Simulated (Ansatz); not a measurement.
The lowest singlet and triplet of BF (SMILES [B]F); geometries from B3LYP-D3(BJ)/def2-TZVP, each state relaxed from the structure named, with no frequency check.
Singlet (charge 0, multiplicity 1):
| atom | x (Å) | y (Å) | z (Å) |
|---|---|---|---|
| B | 0.0000 | 0.0000 | -0.8132 |
| F | 0.0000 | 0.0000 | 0.4518 |

A positive gap puts the triplet lower; no zero-point energy. R- takes a restricted singlet. U- takes an unrestricted singlet (broken symmetry where lower, unprojected). The triplet is unrestricted in single-reference levels. Active spaces average the two states.

Cores are frozen in the correlated methods.

Programs: Ansatz (Gaussian basis) for Hartree–Fock, density functionals and correlated methods. Values without a source in brackets are computed.

Task: What gap E(singlet) − E(triplet), vertical, at the singlet's geometry does FIC-MRCISD+Q on SA-CASSCF(2,3)/cc-pVQZ give?

Result: -84.2 kcal/mol

Task: Predict the gap E(singlet) − E(triplet), vertical, at the singlet's geometry from U-wB97X-V/def2-TZVPP.

Result: -83.7 kcal/mol

Task: What gap E(singlet) − E(triplet), vertical, at the singlet's geometry does R-PBE/def2-TZVPP give?

Result: -76.4 kcal/mol

Ansatz is a program for electronic structure.
